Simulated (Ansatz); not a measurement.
Basis-set extrapolation for FH₄N₂Si, SMILES `N[Si](N)F` radical (PBE0-D4/def2-TZVP geometry, frozen core, Ansatz 0.2.0). Multiplicity 2, UHF reference.

|  | def2-TZVPP | def2-QZVPP |
| --- | --- | --- |
| HF | -499.807866 | -499.828440 |
| MP2 correlation | -0.775232 | -0.839656 |
| CCSD(T) correlation | -0.823528 | not run |

Energies in hartree. Use E(X) = E(∞) + A·exp(−7.88·√X) for Hartree–Fock and E(X) = E(∞) + B·X^(−2.97) for correlation, with X = 3 and 4, and add CCSD(T) minus MP2 of the smaller set to the MP2 limit.

**Question.** What is the CCSD(T) energy at the basis-set limit?

**Answer.** HF limit: -499.828440 + (-0.020574) × 0.13774 = -499.83127. MP2 limit: -0.839656 + (-0.064424) × 0.74074 = -0.88738. Higher-order term: -0.823528 − (-0.775232) = -0.04830. Total: -500.76695 hartree, 3.69 eV below CCSD(T)/def2-TZVPP.
